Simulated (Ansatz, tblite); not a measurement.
Removing and adding an electron: Sn₃O₉H₆ (the lowest singlet isomer of a short search). Charge 0, multiplicity 1. Geometry: r2SCAN-D4/def2-SVP. Ansatz, gas phase; energy differences of separate SCF runs; the oxidised species was run as a doublet alone; the reduced species was run as a doublet alone.

Cartesian coordinates in Å:
```
Sn 0.296 2.385 -1.018
Sn -1.574 -1.679 1.174
Sn 1.352 -0.180 3.069
O 0.350 -1.066 1.666
O 1.776 0.981 -0.035
O 1.150 2.027 -2.790
O -1.674 0.327 -0.105
O -0.695 0.424 -1.125
O 2.424 1.215 2.426
O -0.911 -2.545 -0.582
O -1.708 -1.953 -1.656
O -2.989 0.237 -0.714
H 2.131 1.170 0.919
H 1.593 1.167 -2.837
H -2.867 -0.626 -1.198
H -1.112 -1.202 -1.892
H 1.165 -0.814 4.643
H 1.294 0.133 0.054
```

In the def2 sets Sn takes a core potential; there is no spin–orbit coupling. The xTB rows come from tblite. The structure holds 3 bonds between oxygen atoms, so isomers without such links may lie far lower. HOMO above LUMO, or a gap near zero within one spin, warns that the state may not be the lowest or that an electron is smeared out. The structure comes from a short search, and lower isomers may exist.

| level | −HOMO (eV) | vertical IE (eV) | −LUMO (eV) | vertical EA (eV) | HOMO–LUMO gap (eV) | IE − EA (eV) | remarks |
| --- | --- | --- | --- | --- | --- | --- | --- |
| GFN1-xTB | 11.49 | 14.23 | 9.73 | 6.64 | 1.76 | 7.59 | – |
| GFN2-xTB | 11.10 | 13.54 | 9.04 | 6.17 | 2.06 | 7.37 | – |
| PBE-D4/def2-SVP | 5.45 | 7.88 | 3.39 | 1.05 | 2.06 | 6.83 | HOMO above zero (-1 doublet), gap within one spin near zero (+1 doublet), gap within one spin near zero (-1 doublet) |
| PBE0-D4/def2-SVP | 6.96 | 8.57 | 2.73 | 1.10 | 4.23 | 7.48 | HOMO above zero (-1 doublet) |

   A HOMO above zero means that the electron is unbound at that level or that self-interaction error raises the level; the energy of removing that electron tells which. Raw xTB energy differences between charge states are shifted by several eV; the methods need an empirical correction for them. Sets without diffuse functions give affinities that are too small.
